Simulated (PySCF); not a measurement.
Basis-set dependence of population analyses: `OCc1ccccn1`

Compound: C6H7NO.
Bonds: O1–C2, C2–C3, C3–C4 (aromatic), C4–C5 (aromatic), C5–C6 (aromatic), C6–C7 (aromatic), C7–N8 (aromatic), C3–N8 (aromatic). Hydrogens: H9 on O1; H10, H11 on C2; H12 on C4; H13 on C5; H14 on C6; H15 on C7.

PBE0 throughout (PySCF), one geometry, spherical d and f functions. The structure is a single PBE0-D3(BJ)/def2-SVP conformer in the gas phase; no vibrational or solvent corrections. The first 7 of 14 kinds of atom are listed.

Mulliken charges (e):

```tsv
basis	functions	O1	C2	C3	C4	C5	C6	C7
pcSseg-0	86	-0.710	+0.002	+0.100	-0.203	-0.193	-0.302	+0.119
cc-pVDZ	147	-0.282	+0.206	-0.013	-0.028	+0.069	-0.084	+0.127
def2-SVP	147	-0.325	+0.267	-0.113	-0.020	+0.038	-0.070	+0.073
pcSseg-1	171	-0.452	+0.216	+0.019	-0.116	-0.003	-0.197	+0.173
aug-cc-pVDZ	247	-0.549	+0.891	-0.092	+1.309	+0.098	+1.001	+0.018
def2-TZVP	290	-0.448	-0.037	+0.216	-0.193	-0.103	-0.099	-0.084
```

IAO charges (e):

```json
{"basis": "pcSseg-0", "functions": "86", "O1": "-0.518", "C2": "-0.079", "C3": "+0.100", "C4": "-0.176", "C5": "-0.117", "C6": "-0.181", "C7": "-0.017"}
{"basis": "cc-pVDZ", "functions": "147", "O1": "-0.547", "C2": "-0.051", "C3": "+0.131", "C4": "-0.181", "C5": "-0.114", "C6": "-0.183", "C7": "-0.004"}
{"basis": "def2-SVP", "functions": "147", "O1": "-0.544", "C2": "-0.046", "C3": "+0.128", "C4": "-0.177", "C5": "-0.110", "C6": "-0.180", "C7": "-0.001"}
{"basis": "pcSseg-1", "functions": "171", "O1": "-0.556", "C2": "-0.048", "C3": "+0.127", "C4": "-0.182", "C5": "-0.114", "C6": "-0.185", "C7": "-0.003"}
{"basis": "aug-cc-pVDZ", "functions": "247", "O1": "-0.575", "C2": "-0.052", "C3": "+0.134", "C4": "-0.184", "C5": "-0.116", "C6": "-0.188", "C7": "-0.005"}
{"basis": "def2-TZVP", "functions": "290", "O1": "-0.571", "C2": "-0.051", "C3": "+0.134", "C4": "-0.184", "C5": "-0.115", "C6": "-0.188", "C7": "-0.003"}
```

Hirshfeld charges (e):

| basis | functions | O1 | C2 | C3 | C4 | C5 | C6 | C7 |
| --- | --- | --- | --- | --- | --- | --- | --- | --- |
| pcSseg-0 | 86 | -0.256 | +0.009 | +0.067 | -0.051 | -0.023 | -0.050 | +0.023 |
| cc-pVDZ | 147 | -0.233 | -0.003 | +0.068 | -0.052 | -0.026 | -0.055 | +0.019 |
| def2-SVP | 147 | -0.242 | -0.003 | +0.072 | -0.052 | -0.025 | -0.054 | +0.021 |
| pcSseg-1 | 171 | -0.246 | -0.003 | +0.070 | -0.052 | -0.027 | -0.055 | +0.021 |
| aug-cc-pVDZ | 247 | -0.241 | -0.011 | +0.064 | -0.053 | -0.030 | -0.058 | +0.018 |
| def2-TZVP | 290 | -0.242 | -0.009 | +0.066 | -0.053 | -0.029 | -0.057 | +0.019 |

Question: Which scheme is steadiest as the basis changes?

Answer: Largest range over the bases for any column: Hirshfeld 0.02 e, IAO 0.06 e, Mulliken 1.51 e. Hirshfeld charges move least and Mulliken charges most, counted in e.

Question: How much do the charges still move between the two largest bases, aug-cc-pVDZ and def2-TZVP?

Answer: At most, over all atoms: Mulliken 1.501 e, IAO 0.004 e, Hirshfeld 0.003 e.

Question: What do the same runs give for the total energy, the frontier levels and the dipole moment?

Answer: 
```json
{"basis": "pcSseg-0", "energy (Eh)": "-361.5576", "HOMO (eV)": "-6.90", "LUMO (eV)": "-1.12", "μ (D)": "4.69"}
{"basis": "cc-pVDZ", "energy (Eh)": "-362.4263", "HOMO (eV)": "-7.00", "LUMO (eV)": "-0.84", "μ (D)": "3.62"}
{"basis": "def2-SVP", "energy (Eh)": "-362.1389", "HOMO (eV)": "-7.07", "LUMO (eV)": "-0.96", "μ (D)": "3.84"}
{"basis": "pcSseg-1", "energy (Eh)": "-362.3582", "HOMO (eV)": "-7.22", "LUMO (eV)": "-1.08", "μ (D)": "3.98"}
{"basis": "aug-cc-pVDZ", "energy (Eh)": "-362.4510", "HOMO (eV)": "-7.28", "LUMO (eV)": "-1.09", "μ (D)": "3.85"}
{"basis": "def2-TZVP", "energy (Eh)": "-362.5342", "HOMO (eV)": "-7.26", "LUMO (eV)": "-1.05", "μ (D)": "3.81"}
```

The dipole is fixed by the density alone, so its range of 1.07 D shows that the density itself changes with the basis, not only its division among atoms.
